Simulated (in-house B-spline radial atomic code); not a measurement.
The numbers below are computed, except where a source is named.
**Softness against transferability: the 3d channel of Ti**

Ti, [Ar] 3d2 4s2, non-relativistic LDA (VWN5), spherical and spin-unpolarised, from an all-electron radial atomic-structure program (B-spline basis) (atomic units). The all-electron 3d level is ε = -0.170010 hartree and its outer maximum at 0.97 bohr.

Troullier-Martins pseudo-orbitals are made for several radii. The cutoffs (hartree) are the plane-wave energies beyond which the orbital holds less than the named kinetic energy per electron. The phase error is the difference, pseudo minus all-electron, of arctan(R P'/P) at R = 3.9 bohr for all radii, half a hartree below and above the level.

| r_c (bohr) | V_l(0) (hartree) | cutoff for 10 mEh | for 1 mEh | for 0.1 mEh | phase error at ε − 0.5 (mrad) | at ε + 0.5 (mrad) |
| --- | --- | --- | --- | --- | --- | --- |
| 2.17 | -9.78 | 19.5 | 23.9 | 28.9 | +0.2 | +187.3 |
| 2.52 | -7.90 | 15.5 | 19.2 | 23.4 | +0.5 | +373.7 |
| 2.9 | -6.45 | 12.5 | 15.5 | 19 | +1.3 | +658.5 |
| 3.28 | -5.39 | 10.2 | 12.7 | 15.7 | +3.1 | +973.6 |
| 3.6 | -4.70 | 8.82 | 11 | 13.5 | +6.1 | +1206.7 |

Which radius needs the lowest cutoff for 0.1 mEh while both phase errors stay within 658.6 mrad?

The radii within that limit are 2.17, 2.52, 2.9 bohr; of these r_c = 2.9 needs the least, 19 hartree, that is 38 Ry or 517 eV.

What does the larger radius buy, and what does it cost?

From r_c = 2.17 to 3.6 bohr the cutoff for 1 mEh goes from 23.9 to 11 hartree, a factor of 2.17, against 2.75 for a pure 1/r_c² scaling, end to end; step by step it is 23.9, 19.2, 15.5, 12.7, 11, and for 0.1 mEh 28.9, 23.4, 19, 15.7, 13.5; the number of plane waves goes as the cutoff to the power 3/2, here a factor of 3.2. The larger of the two phase errors is least at r_c = 2.17 bohr, 187.3 mrad; it is 187.3 at the smallest radius and 1206.7 at the largest. These errors test the reference atom alone. Errors of hundreds of milliradians mean that the potential scatters wrongly half a hartree from its level. Large radii also let the cores of neighbours overlap, which an atom doesn't show.
